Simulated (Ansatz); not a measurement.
CH₈AlBSi, SMILES `BC[SiH2][AlH2]`. The species carries charge 0 and has multiplicity 1.

Z-matrix (Å, degrees):
```
Si
C 1 1.924
B 1 2.476 2 38.2
Al 1 2.451 2 113.0 3 -131.6
H 1 1.506 2 106.2 3 -14.8
H 1 1.488 2 109.0 3 98.1
H 2 1.089 1 109.7 3 119.9
H 2 1.090 1 105.8 3 -119.2
H 3 1.198 1 111.0 2 -112.9
H 3 1.199 1 103.6 2 118.1
H 4 1.588 1 118.5 2 31.2
H 4 1.587 1 121.5 2 -149.2
```

Q: What are the harmonic wavenumbers in cm⁻¹ at PBE0-D4/def2-TZVP (Ansatz, finite differences of forces, unscaled)? (An estimate is asked.)

A: Computed: 49, 58, 111, 194, 319, 380, 451, 458, 542, 611, 654, 663, 719, 779, 910, 925, 949, 1002, 1052, 1083, 1237, 1437, 1912, 1926, 2128, 2212, 2567, 2645, 3100, 3169.

Q: Is this a minimum?

A: Yes, all 30 modes are real.

Q: Give the ideal-gas thermochemistry at 298.15 K and 1 bar (rigid rotor, harmonic oscillator; point group C1, symmetry number 1).

A: Zero-point energy 204.8 kJ/mol; H(298) − E = 228.5 kJ/mol; entropy 366.2 J/(mol·K), of which translation 164.4, rotation 111.2, vibration 90.6; G(298) − E = 119.3 kJ/mol. Modes under 100 cm⁻¹ are hindered rotations or soft bends, so the harmonic entropy is rough.

Q: And at 400, 500, 600, 800 and 1000 K?

A: 
```
T (K)  H − E (kJ/mol)  S (J/mol/K)  G − E (kJ/mol)
  400           242.5        406.4            79.9
  500           258.5        442.0            37.5
  600           276.2        474.3            -8.3
  800           315.8        531.0          -109.0
 1000           359.4        579.6          -220.2
```
